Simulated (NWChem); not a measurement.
System: CH3ClN2Sr

Output (shortened):

```
             Northwest Computational Chemistry Package (NWChem) 7.3.0
             --------------------------------------------------------

                             Geometry "geometry" -> ""
                             -------------------------

 Output coordinates in angstroms (scale by  1.889725989 to convert to a.u.)

  No.       Tag          Charge          X              Y              Z
 ---- ---------------- ---------- -------------- -------------- --------------
    1 Sr                  38.0000    -0.04850100     0.44244500     0.00000000
    2 Cl                  17.0000    -0.04124300     3.08521500     0.00000000
    3 C                    6.0000    -0.81266300    -2.28811200     0.00000000
    4 N                    7.0000    -0.62284100    -1.66619700    -1.15414500
    5 N                    7.0000    -0.62284100    -1.66619700     1.15414500
    6 H                    1.0000    -1.13908000    -3.34920600     0.00000000
    7 H                    1.0000    -0.81335100    -2.26106300    -1.95253000
    8 H                    1.0000    -0.81335100    -2.26106300     1.95253000

 Effective nuclear repulsion energy (a.u.)     407.3633668798

                                 NWChem DFT Module
                                 -----------------

 Summary of "ao basis" -> "ao basis" (spherical)
 ------------------------------------------------------------------------------
       Tag                 Description            Shells   Functions and Types
 ---------------- ------------------------------  ------  ---------------------
 Sr                        def2-svpd                10       26   4s4p2d
 Cl                        def2-svpd                11       27   5s4p2d
 C                         def2-svpd                 8       20   4s2p2d
 N                         def2-svpd                 8       20   4s2p2d
 H                         def2-svpd                 4        8   2s2p

            General Information
            -------------------
          SCF calculation type: DFT
          Wavefunction type:  closed shell.
          No. of atoms     :     8
          No. of electrons :    50
           Alpha electrons :    25
            Beta electrons :    25
          Charge           :     0
          Spin multiplicity:     1
          Use of symmetry is: off; symmetry adaption is: off
          Maximum number of iterations: 150
          AO basis - number of functions:   137
                     number of shells:    57
          Convergence on energy requested:  1.00D-06
          Convergence on density requested:  1.00D-05
          Convergence on gradient requested:  5.00D-04

              XC Information
              --------------
                         B3LYP Method XC Potential
                     Hartree-Fock (Exact) Exchange  0.200
                        Slater Exchange Functional  0.800 local
                    Becke 1988 Exchange Functional  0.720 non-local
              Lee-Yang-Parr Correlation Functional  0.810
                  VWN I RPA Correlation Functional  0.190 local

             Grid Information
             ----------------
          Grid used for XC integration:  medium
          Radial quadrature: Mura-Knowles
          Angular quadrature: Lebedev.
          Tag              B.-S. Rad. Rad. Pts. Rad. Cut. Ang. Pts.
          ---              ---------- --------- --------- ---------
          Sr                  2.00      123          13.0       590
          Cl                  1.00       88          14.0       590
          C                   0.70       49          15.0       434
          N                   0.65       49          14.0       434
          H                   0.35       45          17.0       434
          Grid pruning is: on
          Number of quadrature shells:   493
          Spatial weights used:  Erf1

      Superposition of Atomic Density Guess
      -------------------------------------

 Sum of atomic energies:        -641.82205379

      Non-variational initial energy
      ------------------------------

 Total energy =    -639.065925
 1-e energy   =   -1249.511977
 2-e energy   =     426.096770
 HOMO         =      -0.331612
 LUMO         =      -0.092283

   convergence    iter        energy       DeltaE   RMS-Dens  Diis-err
 ---------------- ----- ----------------- --------- --------- ---------
 d= 0,ls=0.0,diis     1   -640.1539301163 -8.25D+02  1.55D-02  8.54D-01
 d= 0,ls=0.0,diis     2   -640.0953432479  5.86D-02  7.55D-03  1.48D+00
 d= 0,ls=0.0,diis     3   -640.2628814736 -1.68D-01  1.31D-03  3.18D-02
 d= 0,ls=0.0,diis     4   -640.2656231420 -2.74D-03  5.44D-04  5.58D-03
 d= 0,ls=0.0,diis     5   -640.2663760060 -7.53D-04  1.14D-04  9.29D-05
  Resetting Diis
 d= 0,ls=0.0,diis     6   -640.2663882698 -1.23D-05  4.28D-05  3.98D-06
 d= 0,ls=0.0,diis     7   -640.2663888274 -5.58D-07  1.31D-05  2.52D-07
 d= 0,ls=0.0,diis     8   -640.2663888165  1.08D-08  5.49D-06  3.59D-07

         Total DFT energy =     -640.266388816538
      One electron energy =    -1255.924809696443
           Coulomb energy =      484.380093253455
    Exchange-Corr. energy =      -53.070954044969
 Nuclear repulsion energy =      184.349281671419

 Numeric. integr. density =       50.000002403298

[...]

 DFT Linear Response polarizability / au
 Frequency  =       0.0000000 / au
              X              Y              Z
 -----------------------------------------------
 X      55.9016583      6.8737551      0.0000002
 Y       6.8737577     91.8212569      0.0000001
 Z       0.0000002      0.0000001     74.7856156
 -----------------------------------------------
 Eigenvalues =      54.6311976     93.0917176     74.7856156
 Isotropic   =      74.1695103
 Anisotropic =      33.3206058
 -----------------------------------------------

 Magnetic Dipole Response Matrix (nonzero elements):

 Exiting AOResponse driver routine
```

Level: B3LYP/def2-SVPD with def2 effective core potentials on Sr. All runs use the structure optimised with PBE0/def2-SVP. Not confirmed as a minimum by frequencies. def2 effective core potentials on Sr; no spin-orbit coupling.

Problem. Reconstruct the input file.

Solution. This is not unique; one that fits is the input that was run:
```
start job
memory heap 200 mb stack 900 mb global 1100 mb
geometry units angstroms noautosym nocenter noautoz
  Sr    -0.048501     0.442445     0.000000
  Cl    -0.041243     3.085215     0.000000
  C     -0.812663    -2.288112     0.000000
  N     -0.622841    -1.666197    -1.154145
  N     -0.622841    -1.666197     1.154145
  H     -1.139080    -3.349206     0.000000
  H     -0.813351    -2.261063    -1.952530
  H     -0.813351    -2.261063     1.952530
end
basis spherical
  * library def2-svpd
end
ecp
  Sr library def2-ecp
end
dft
  xc b3lyp
  iterations 150
end
property
  response 1 0.0
end
task dft property
```
